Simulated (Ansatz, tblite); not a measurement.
Forces on GaSb2⁻ at its B3LYP-D4/def2-TZVPD geometry. The state is a singlet with charge -1.

In the def2 sets Sb takes a core potential; there is no spin–orbit coupling. The xTB rows come from tblite. The structure comes from a short search, and lower isomers may exist.

GFN2-xTB (tblite), largest force 0.74 eV/Å:

```xyz
3
positions Å, forces eV/Å
Ga    1.090    0.564    1.109   -0.416   -0.215   -0.424
Sb   -1.361    0.740   -0.272    0.617   -0.405    0.070
Sb    0.270   -1.303   -0.837   -0.201    0.620    0.354
```

PBE0-D4/def2-TZVPD (Ansatz), largest force 0.43 eV/Å:

```
Ga -0.190 -0.098 -0.194
Sb 0.341 -0.258 0.012
Sb -0.150 0.357 0.182
```
